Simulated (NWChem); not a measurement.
Molecule: C$_{3}$H$_{7}$N; SMILES C/C=N\C

```xyz
11

C      0.4824    -1.4835     0.0000
C     -0.7026    -0.5643     0.0000
N     -0.7360     0.7020     0.0000
C      0.4906     1.4634     0.0000
H      1.4461    -0.9577     0.0000
H      0.4446    -2.1442    -0.8820
H      0.4446    -2.1442     0.8820
H     -1.6826    -1.0740     0.0000
H      1.1138     1.2605    -0.8896
H      1.1138     1.2605     0.8896
H      0.2585     2.5383     0.0000
```
Atoms are numbered in this order, from 1.

This is a stationary point of PBE0/def2-SVP (NWChem), point group Cs. 

Problem. Is it a minimum? If not, what does it relax to?

Solution. No. It has an imaginary frequency of 109i cm⁻¹. Following that mode (on a finer grid) lowers the energy by 0.8 kcal/mol and ends, with real frequencies alone, at point group Cs:
```xyz
11

C      0.4823    -1.5269     0.1510
C     -0.6548    -0.5805    -0.1030
N     -0.6674     0.6821    -0.2067
C      0.5175     1.4811    -0.0858
H      1.4576    -1.0370     0.2638
H      0.5511    -2.2534    -0.6753
H      0.2797    -2.1130     1.0624
H     -1.6356    -1.0767    -0.2164
H      0.6417     2.0739    -1.0072
H      1.4646     0.9431     0.1057
H      0.3707     2.2136     0.7252
```
